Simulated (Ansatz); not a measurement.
`F[Si](F)I` radical at its PBE0-D4/def2-TZVP geometry, where that method's forces vanish. The species carries charge 0 and has multiplicity 2. I takes the def2 core potential.

```tsv
atom	x (Å)	y (Å)	z (Å)
F1	1.152	1.068	-0.263
Si2	-0.257	0.440	0.115
F3	-0.966	0.091	-1.263
I4	0.071	-1.599	1.410
```

(1) For each bond, give half the difference of the two atoms' forces along it (eV/Å; positive pushes the atoms apart) under PBE-D4, r2SCAN-D4, B3LYP-D4, ωB97M-V in def2-TZVPP. (Estimate.)

Results:

(1) Ansatz gave: 
| bond | length (Å) | PBE-D4 | r2SCAN-D4 | B3LYP-D4 | ωB97M-V |
| --- | --- | --- | --- | --- | --- |
| F1–Si2 | 1.588 | 0.58 | 0.06 | 0.18 | 0.15 |
| Si2–F3 | 1.588 | 0.58 | 0.06 | 0.18 | 0.15 |
| Si2–I4 | 2.438 | 0.04 | 0.02 | 0.21 | 0.01 |

B3LYP here is the variant with VWN-RPA as its local correlation; programs differ in this.
